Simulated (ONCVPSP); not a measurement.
# Reading a pseudo-wave (P (Z = 15))

Columns: radius, all-electron u(r) and pseudo u(r) of the 2p shell (level -124.49 eV) of phosphorus in the configuration [He] 2s2 2p6 3s2 3p3; PBE, scalar-relativistic, ONCV scheme, ONCVPSP 4.0.1.

```
r (bohr)  all-electron  pseudo
   0.050        0.1870  0.0697
   0.100        0.5260  0.2635
   0.150        0.8481  0.5403
   0.200        1.0969  0.8453
   0.250        1.2626  1.1240
   0.300        1.3525  1.3337
   0.350        1.3819  1.4548
   0.400        1.3651  1.4856
   0.450        1.3162  1.4442
   0.500        1.2457  1.3536
   0.550        1.1624  1.2388
   0.600        1.0724  1.1183
   0.650        0.9803  1.0035
   0.700        0.8894  0.8989
   0.750        0.8019  0.8047
   0.800        0.7192  0.7196
   0.850        0.6422  0.6421
   0.900        0.5712  0.5711
   0.950        0.5063  0.5062
   1.000        0.4476  0.4475
   1.050        0.3947  0.3946
   1.100        0.3474  0.3473
   1.150        0.3053  0.3052
   1.200        0.2679  0.2678
   1.250        0.2348  0.2347
   1.300        0.2055  0.2054
```

(1) How many radial nodes do the two functions have?

(2) At about which radius was the pseudo-wave matched?

(3) Where does each function peak?

(4) Is the pseudo-wave norm-conserving?

Answers

(1) The all-electron 2p function has n − l − 1 = 0; the pseudo-wave has 0.

(2) 0.90 bohr. The columns agree to 0.0005 from 0.80 bohr on; several derivatives are matched, so the curves merge somewhat inside the radius.

(3) Outermost all-electron maximum near 0.35 bohr, pseudo maximum near 0.40 bohr (to the table’s step).

(4) Yes: the ONCV scheme keeps the norm inside the radius equal to the all-electron one, which fixes the energy derivative of the logarithmic derivative at the level.
